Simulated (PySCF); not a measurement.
Species: C3H5FSi.
Atom-mapped SMILES: `[CH3:1][C:2]#[C:3][SiH2:4][F:5]` (hydrogens: H6, H7, H8 on C1; H9, H10 on Si4)

The same species was optimised twice, with GFN2-xTB and with PBE0-D3(BJ)/def2-SVP (PySCF), and the same property calculations (PySCF, gas phase) were run on both structures.

| coordinate | GFN2-xTB | PBE0-D3(BJ)/def2-SVP | change |
| --- | --- | --- | --- |
| Si4–H10 (Å) | 1.456 | 1.487 | +0.031 |
| Si4–H9 (Å) | 1.456 | 1.487 | +0.031 |
| C3–Si4 (Å) | 1.839 | 1.816 | -0.023 |
| C2≡C3 (Å) | 1.205 | 1.219 | +0.014 |
| Si4–F5 (Å) | 1.612 | 1.625 | +0.013 |
| C1–H7 (Å) | 1.090 | 1.101 | +0.011 |
| C1–H6 (Å) | 1.090 | 1.101 | +0.011 |
| C1–H8 (Å) | 1.090 | 1.101 | +0.011 |
| C1–C2 (Å) | 1.444 | 1.449 | +0.005 |
| H9–Si4–H10 (°) | 115.6 | 111.2 | -4.4 |
| F5–Si4–H10 (°) | 104.8 | 107.7 | +2.9 |
| F5–Si4–H9 (°) | 104.9 | 107.7 | +2.8 |
| C3–Si4–F5 (°) | 107.7 | 109.6 | +1.9 |
| C3–Si4–H9 (°) | 111.5 | 110.3 | -1.2 |
| C3–Si4–H10 (°) | 111.6 | 110.3 | -1.3 |
| H6–C1–H7 (°) | 109.0 | 107.9 | -1.1 |
| C2–C1–H8 (°) | 110.0 | 111.1 | +1.1 |

Rotational constants: A = 14997, B = 1536, C = 1430 MHz (GFN2-xTB) against A = 15065, B = 1519, C = 1416 MHz (PBE0-D3(BJ)/def2-SVP).

On the GFN2-xTB structure: lowest singlet, TDDFT (eV) 5.75 [CAM-B3LYP/def2-SVPD]; isotropic polarisability (au) 60.8 [CAM-B3LYP/def2-SVPD]; HOMO (eV) -9.33 [CAM-B3LYP/def2-SVPD]; LUMO (eV) 0.50 [CAM-B3LYP/def2-SVPD]; dipole (D) 2.76 [CAM-B3LYP/def2-SVPD].

Question: What do these properties become on the PBE0-D3(BJ)/def2-SVP structure?

Answer: 
| property | level | on GFN2-xTB | on PBE0-D3(BJ)/def2-SVP | change |
| --- | --- | --- | --- | --- |
| lowest singlet, TDDFT (eV) | CAM-B3LYP/def2-SVPD | 5.75 | 5.60 | -0.15 |
| isotropic polarisability (au) | CAM-B3LYP/def2-SVPD | 60.8 | 62.3 | +1.5 |
| HOMO (eV) | CAM-B3LYP/def2-SVPD | -9.33 | -9.30 | +0.03 |
| LUMO (eV) | CAM-B3LYP/def2-SVPD | 0.50 | 0.44 | -0.06 |
| dipole (D) | CAM-B3LYP/def2-SVPD | 2.76 | 2.88 | +0.12 |
| energy, GFN2-xTB geometry as zero (kcal/mol) | CAM-B3LYP/def2-SVPD | 0.0 | -1.2 | -1.2 |

The heavy atoms differ by 0.022 Å rms after alignment. Among all bonds Si4–H9 and Si4–H10 change most and about equally (+0.031 Å). Changes are differences of the printed values. Neither structure is proved a minimum here.
